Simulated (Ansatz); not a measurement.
AsP, closed-shell singlet (the spin of the measured ground state), most abundant isotopes (30.9738 and 74.9216 u). Constants from fifth-degree fits in 1/R to seven points on the lowest solution found; no spin–orbit coupling, no relativity up to Kr; ω_e x_e and α_e move by some per cent with the fit.

Correlated levels freeze the inner cores; with def2 sets outer-core shells near the valence are correlated too.

Run with Ansatz (Gaussian basis) for Hartree–Fock, density functionals and correlated methods. Each number belongs to the level named beside it.

Total energies (hartree; each atom in its lowest state at that level) and vibrational constants (cm⁻¹):

| level | E(AsP) at r_e | E(P) | E(As) | ω_e | ω_e x_e |
|---|---|---|---|---|---|
| PBE/def2-TZVPP | -2576.746311 | -341.102992 | -2235.470241 | 609 | 1.6 |
| B3LYP/def2-TZVPP | -2577.292923 | -341.280585 | -2235.848740 | 630 | 1.6 |
| wB97M-V/def2-TZVPP | -2577.089455 | -341.241421 | -2235.687098 | 678 | 1.4 |
| CCSD(T)/def2-QZVPP | -2575.694624 | -340.829047 | -2234.707706 | 613 | 1.8 |

Problem. Work out D_e and D₀ in eV.

Solution. 
D_e = E(P) + E(As) − E(molecule), times 27.2114 eV; D₀ = D_e − (ω_e/2 − ω_e x_e/4)/8065.54.
- PBE/def2-TZVPP: D_e = 4.710, zero point 0.038, D₀ = 4.672 eV
- B3LYP/def2-TZVPP: D_e = 4.452, zero point 0.039, D₀ = 4.413 eV
- wB97M-V/def2-TZVPP: D_e = 4.379, zero point 0.042, D₀ = 4.337 eV
- CCSD(T)/def2-QZVPP: D_e = 4.296, zero point 0.038, D₀ = 4.258 eV
No counterpoise correction is made.

Doubts at one or more of the structures used: a restricted determinant that unrestricted orbitals would lower (CCSD(T)/def2-QZVPP).

Ansatz is an electronic-structure program.
